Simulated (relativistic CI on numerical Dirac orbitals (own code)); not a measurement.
Method of calculation: Dirac-Coulomb-Breit CI, KLI orbitals optimised for each configuration, model QED (radiative potential, 1s self-energy scaled to tabulated hydrogen-like ionisation energies), unscaled Slater integrals (own radial code, finite nucleus).

The strongest absorption lines from the ground level of an ion, among the configurations computed and to levels below about 775 eV (vacuum wavelength in Å, gf): 22.135 (0.79), 29.300 (0.043), 29.317 (0.028), 31.860 (0.029), 33.355 (0.034), 33.369 (0.9), 34.262 (1.2), 34.945 (0.26).

Problem. Which ion is it?
A. Yb49+
B. Dy45+
C. Yb51+
D. W53+

Solution. A. Yb49+ has 21 electrons and the ground level 3s2.3p6.3d3 4F_3/2; the strongest line goes to 3s2.3p5.3d4 4G°_5/2. The pattern of lines fixes the number of electrons, and along that sequence the line energies rise steadily with the charge (about as its square where n changes within one kind of shell, about linearly where n is kept but much faster in heavy ions where fine structure, which grows about as Z⁴, sets the gap, and irregularly where shells cross), which fixes Z. Configurations outside the model, such as inner-shell arrays, can give stronger lines. At this charge energies of transitions that change n are usually good to better than 1 %, and those within a shell (Δn = 0) to a few per cent.

LS names give the leading component of a level, which can be under half, so a name can repeat, a term be missing and a line seem to break the LS rules.
